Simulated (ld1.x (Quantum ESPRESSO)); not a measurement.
cadmium: one change to an ultrasoft potential, before and after

- Element: Cd
- Generator: ld1.x (Quantum ESPRESSO) 7.5
- Type: ultrasoft
- Functional: LDA (PZ)
- Relativity: non-relativistic
- Frozen core: [Kr]
- Valence charge: 12
- Reference configuration: 4d10 5s0.5 5p0 (charge +1.5)
- Partial waves: 5s (bound): rcut 1.70, rcutus 2.20 bohr; 5s channel at 2.75 Ry: rcut 1.70, rcutus 2.20 bohr; 5p (bound, empty): rcut 2.45, rcutus 2.70 bohr; 5p channel at 0.9 Ry: rcut 2.45, rcutus 2.70 bohr; 4d (bound): rcut 1.50, rcutus 1.95 bohr; 4d channel at -0.85 Ry: rcut 1.50, rcutus 1.95 bohr
- Local potential: all-electron potential smoothed inside 2.00 bohr (lloc = -2)
- Core correction: Bessel-smoothed model core, default radius (core density twice the valence density)
- Augmentation charge: PSQ, inside the norm-conserving radii

All-electron outer shells of the reference configuration (LDA (PZ), non-relativistic, ld1.x):

| shell | level (eV) | outermost node (bohr) | outermost maximum (bohr) |
| --- | --- | --- | --- |
| 4p | -78.63 | 0.44 | 0.85 |
| 4d | -26.13 | 0.42 | 0.98 |
| 5s | -16.62 | 1.10 | 2.26 |
| 5p | -10.97 | 1.20 | 2.73 |

Change: waves 4d (bound): rcut 1.50, rcutus 2.76 bohr; 4d channel at -0.85 Ry: rcut 1.50, rcutus 2.76 bohr.

Cutoffs: the cutoffs (Ry, on a coarse ladder) from which the occupation-weighted sum of valence levels, in a spherical-Bessel basis at the reference potential, stays within 10 and 1 mRy of its value at 400 Ry; they do not see the model core or the augmentation charge, which bear on the density cutoff. Errors are all-electron minus pseudo energies relative to the spin-unpolarised reference configuration.

Task: What does the change do?

Result: The potential gets softer (30 Ry and 50 Ry → 15 Ry and 21 Ry); the number of tests that count goes from 8 to 0 (the test run of the changed file stopped, so its transferability is not established); neither file shows a bound ghost at the reference potential, the only one tested. A larger radius leaves more room for a smooth pseudo-wave, so fewer plane waves are needed.

```csv
quantity,base,changed
"cutoff, loose",30 Ry,15 Ry
"cutoff, tight",50 Ry,21 Ry
loose cutoff by channel (10 mRy a level),"s 6 Ry, d 21 Ry","s 6 Ry, d 10 Ry"
bound ghosts,none,none
"tests counted (converged, no solver errors)",8 of 9,0 of 9 (the test run stopped)
lowest overlap eigenvalue by channel,"s 0.70, p 0.55, d 0.31","s 0.70, p 0.55, d 0.07"
```

Base: Tests not counted: 4d8 5s0 5p0 (solver errors, printed error -676 eV).
